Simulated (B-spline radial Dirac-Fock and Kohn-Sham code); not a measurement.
**Satellites and hypersatellites of the K lines of Mo²⁺**

System: Mo²⁺, configuration 1s2 2s2 2p6 3s2 3p6 3d10 4s2 4p6 4d4.

The computed values come from a radial finite-basis atomic code: Dirac-Fock (average of configuration) total-energy differences with a finite nucleus, the Breit interaction including its frequency dependence, and self-energy and vacuum-polarisation corrections. Each two-hole energy is an average over J within one jj subconfiguration, not an observable level; in light atoms, where LS coupling holds, the j-resolved values are not observed lines, and for a K spectator the Kα1 hypersatellite is nearly forbidden. Correlation and solid-state effects are left out.

Lines without a spectator: Kα2 (K-L2) 17372.8 eV, Kα1 (K-L3) 17477.7 eV, Kβ3 (K-M2) 19585.6 eV, Kβ1 (K-M3) 19603.4 eV. Shifts in eV with one spectator hole (a dash: not computed, or left out as unreliable):

```
spectator hole    Kα2    Kα1     Kβ3     Kβ1
    L2 (2p1/2)  +49.0  +61.0       –  +132.0
    L3 (2p3/2)  +50.7  +50.0  +121.0       –
    M2 (3p1/2)      –  +6.00  +14.02  +17.32
    M3 (3p3/2)  +4.76      –  +15.29  +14.70
    M4 (3d3/2)  +0.34  -1.68       –       –
    M5 (3d5/2)  -1.96  -0.57       –       –
```

Question: Where does the K-L3 hypersatellite lie, emitted when both K electrons are missing?

Answer: +477.3 eV from the normal line, at 17955.0 eV. Removing both K electrons costs 40700.3 eV, which is 643.9 eV more than twice the K binding energy.

With n spectator holes in 2p, averaged over the 2p shell (energies in eV):

```tsv
n	KαLⁿ	step	hypersatellite KαʰLⁿ
0	17442.7	–	17916.6
1	17495.8	+53.1	17971.0
2	17550.0	+54.2	18026.6
3	17605.4	+55.4	18083.3
4	17662.1	+56.6	18141.3
5	17719.9	+57.8	18200.5
```
